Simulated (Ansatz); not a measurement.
What each rung costs, and what it gives

The pair of CH₃F (SMILES CF, atoms 1–5) and SbH₃ (SMILES [SbH3], atoms 6–9), both closed shells, in one local arrangement (a lower one may exist), relaxed at PBE0-D4/def2-TZVP:

```xyz
9
angstrom
C 0.1129 -0.2613 -1.7161
F -1.0572 0.2040 -1.1497
H 0.2682 -1.2967 -1.4066
H 0.9432 0.3586 -1.3722
H 0.0240 -0.2026 -2.8026
Sb -0.7686 0.4980 2.0848
H -0.1821 -1.0175 1.5599
H 0.1638 0.3971 3.5181
H 0.4959 1.3205 1.2844
```

Interaction energies are counterpoise-corrected; the time is that of the whole pair.

Computed with Ansatz 0.2.0 (basis: as named in each row); correlated methods freeze the cores. Filled d shells of the heavier atoms are correlated. Core potentials replace the inner electrons of the atoms past krypton. The def2 sets are not built for correlating such inner shells, so the correlated values are less sure here. B3LYP uses VWN-RPA correlation. Extrapolation: Hartree–Fock as exp(−7.88 √X), correlation as X^−2.97.

Times are rough, for one single point on 4 threads of a shared host (Arm Neoverse V2).

The estimate by CCSD(T) at an estimated basis limit (MP2 extrapolated from triple and quadruple zeta, plus CCSD(T) − MP2 in triple zeta) is -0.086 eV.

```csv
method,basis,time (s),interaction energy (eV),method less estimate
SPW92,def2-SVP,under 1,-0.110,-0.024
PBE-D4,def2-SVP,under 1,-0.086,0.000
PBE0-D4,def2-SVP,under 1,-0.083,0.003
PBE-D4,def2-TZVPPD,1,-0.091,-0.006
revPBE-D4,def2-TZVPPD,1,-0.083,0.003
BLYP-D4,def2-TZVPPD,2,-0.086,0.000
PBE0-D4,def2-TZVPPD,2,-0.087,-0.001
HSE06-D4,def2-TZVPPD,2,-0.086,0.000
B3LYP-D4,def2-TZVPPD,2,-0.092,-0.006
CCSD(T),def2-SVP,2,-0.027,0.058
r2SCAN-D4,def2-TZVPPD,3,-0.085,0.000
wB97M-V,def2-SVP,3,-0.079,0.007
B2PLYP,def2-TZVPPD,4,-0.043,0.042
wB97X-V,def2-TZVPPD,5,-0.092,-0.006
wB97M-V,def2-TZVPPD,6,-0.093,-0.007
B97M-V,def2-TZVPPD,6,-0.098,-0.012
MP2,def2-QZVPPD,13,-0.085,0.001
CCSD(T),def2-TZVPPD,120,-0.074,0.012
```

No T1 diagnostic of these runs exceeds 0.015.
